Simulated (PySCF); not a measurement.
B3LYP has the VWN-RPA correlation part, as in Gaussian. 

Cartesian coordinates (Å):
SMILES: [SiH3]C(C)C
```xyz
14

C     -0.7750     1.2973     0.2147
C     -0.1869    -0.1071     0.3987
C     -0.8974    -1.1311    -0.4952
Si     1.6778    -0.1138     0.1004
H     -1.8488     1.3005     0.4228
H     -0.6413     1.6476    -0.8123
H     -0.3060     2.0271     0.8775
H     -0.3302    -0.4055     1.4440
H     -0.5161    -2.1425    -0.3413
H     -1.9720    -1.1461    -0.2924
H     -0.7688    -0.8853    -1.5527
H      2.2416    -1.4675     0.3311
H      2.3581     0.8447     1.0070
H      1.9650     0.2817    -1.3023
```
Charge 0, spin multiplicity 1.

### Question
Give the dipole moment, LUMO, HOMO, total energy and HOMO–LUMO gap at the level B3LYP-D3(BJ)/def2-TZVP in PySCF.

### Answer

```yaml
dipole_moment: 0.179 e·Å
LUMO: 0.44 eV
HOMO: -7.95 eV
total_energy: -409.9286 Ha
HOMO–LUMO gap: 8.39 eV
```
